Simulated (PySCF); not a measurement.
C6H8, SMILES CC#CC1CC1.

Coordinates come from a B3LYP-D3(BJ)/def2-SVP optimisation.

Level of theory: TDA-PBE/def2-SVPD in PySCF.

Vertical excitations. Gas-phase values at a fixed geometry.

```tsv
state	energy (eV)	λ (nm)	f	main pairs
S1	5.64	220	0.005	HOMO→LUMO 99 %
S2	5.86	212	0.001	HOMO→LUMO+1 99 %
S3	6.05	205	0.000	HOMO−1→LUMO 71 %, HOMO→LUMO+2 24 %
S4	6.24	199	0.010	HOMO−1→LUMO+1 85 %, HOMO→LUMO+2 14 %
S5	6.37	195	0.002	HOMO−1→LUMO+2 85 %, HOMO→LUMO+3 13 %
S6	6.53	190	0.001	HOMO→LUMO+3 50 %, HOMO→LUMO+4 44 %
S7	6.55	189	0.018	HOMO→LUMO+4 55 %, HOMO→LUMO+3 36 %
S8	6.61	188	0.124	HOMO→LUMO+5 32 %, HOMO−1→LUMO+3 30 %, HOMO→LUMO+2 22 %, HOMO−1→LUMO 10 %
S9	6.81	182	0.009	HOMO→LUMO+5 59 %, HOMO−1→LUMO+3 37 %
S10	6.92	179	0.029	HOMO−1→LUMO+4 97 %
T1	5.10	243	0	HOMO→LUMO+2 65 %, HOMO−1→LUMO 21 %
T2	5.34	232	0	HOMO→LUMO 80 %
T3	5.48	226	0	HOMO−1→LUMO 54 %, HOMO→LUMO+2 30 %
T4	5.73	216	0	HOMO→LUMO+1 85 %
```
Triplets are in the Tamm–Dancoff approximation.
